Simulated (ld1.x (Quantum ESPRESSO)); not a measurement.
**PBE TM semilocal dataset for cerium (Ce), scalar-relativistic all-electron reference.**

- Element: cerium
- Generator: ld1.x (Quantum ESPRESSO) 7.5
- Type: norm-conserving Troullier–Martins (semilocal form)
- Functional: PBE
- Relativity: scalar-relativistic
- Frozen core: [Kr] 4d10
- Valence charge: 12
- Reference configuration: 4f0 5s2 5p6 5d2 6s2 6p0
- Partial waves: 5p (bound): rc 2.80 bohr; 5d (bound): rc 3.60 bohr; 4f (bound, empty): rc 1.20 bohr; 5s (bound): rc 1.40 bohr
- Local potential: the s channel
- Core correction: none

Occupied shells without a wave of their own: 6s. They enter only through the test configuration that unscreens the potential.

All-electron outer shells of the reference configuration (PBE, scalar-relativistic, ld1.x):

```
shell  level (eV)  outermost node (bohr)  outermost maximum (bohr)
   4p     -219.17                   0.33                      0.62
   4d     -118.11                   0.31                      0.65
   5s      -43.89                   0.75                      1.35
   5p      -25.79                   0.80                      1.51
   4f      -11.41                      –                      0.69
   5d       -4.07                   0.91                      2.04
   6s       -3.99                   1.77                      3.59
   6p       -1.39                   2.08                      4.66
```

Estimate the cutoffs (Ry, on a coarse ladder) from which the occupation-weighted sum of valence levels, in a spherical-Bessel basis at the reference potential, stays within 10 and 1 mRy of its value at 400 Ry.

50 Ry and 90 Ry. The cutoffs count occupied waves only; the empty 4f level needs 200 Ry at the loose tolerance.

Which valence shell sets the plane-wave cutoff?

5s: its level needs 90 Ry to come within 1 mRy, against 50 Ry for 6s.

Tests: 4f1 5s2 5p6 5d1 6s2 6p0; 4f1 5s2 5p6 5d1 6s1 6p0; 4f1 5s2 5p6 5d1 6s0 6p0; 4f1 5s2 5p6 5d2 6s0 6p0; 4f1 5s2 5p6 5d0 6s2 6p0; 4f1 5s2 5p5 5d1 6s2 6p0; 4f0 5s2 5p6 5d0 6s0 6p0. Which has the largest error in its energy relative to the reference configuration, and how large is it?

4f1 5s2 5p6 5d2 6s0 6p0, with +709 meV (all-electron minus pseudo) on +1.43 eV.
